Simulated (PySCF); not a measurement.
Gas-phase XPS of AsH2Et, computed

Species: AsH2Et, C₂H₇As.
Structure used (PBE0-D3(BJ)/def2-SVP), in Å, numbered top down from 1:
```xyz
10
C2H7As angstrom
As     0.347    1.616    0.626
H      1.758    1.394    0.083
H      0.032    2.645   -0.457
C     -0.461    0.074   -0.325
C     -0.064   -1.250    0.308
H     -0.183    0.107   -1.388
H     -1.551    0.220   -0.269
H     -0.545   -2.097   -0.207
H      1.025   -1.412    0.259
H     -0.357   -1.298    1.369
```

Method: delta-SCF UKS SCAN, pcX-2 on the ionised atom, pcseg-1 elsewhere, spin-free X2C in PySCF. Each binding energy is the total energy of the core-ionised species, with the hole localised on one atom, minus that of the ground state; both are solved self-consistently, so orbital relaxation is included.

Q: Give the core binding energies atom by atom.

A: 
| atom(s) | bonded to | level | binding energy (eV) | above the level's lowest (eV) | count |
| --- | --- | --- | --- | --- | --- |
| C4 | C, 2 H and As | C 1s | 290.53 | 0.00 | 1 |
| C5 | C and 3 H | C 1s | 290.78 | +0.25 | 1 |

Lowest listed C 1s: C4, bonded to C, 2 H and As. Highest, 0.25 eV above it: C5, bonded to C and 3 H.

Q: Which photon energy gives electrons from C 1s of C4 a kinetic energy of 150 eV, and what is their de Broglie wavelength?

A: hν = 290.53 + 150 = 440.53 eV, recoil neglected; λ = 12.264 Å/√(E/eV) = 1.00 Å.

Q: What is the longest wavelength that can ionise C 1s of C4 vertically?

A: λ = hc/E = 12398.42 eV Å / 290.53 eV = 42.675 Å.

No level of arsenic is listed. Geometry: PBE0-D3(BJ)/def2-SVP, one conformer, isolated molecule.
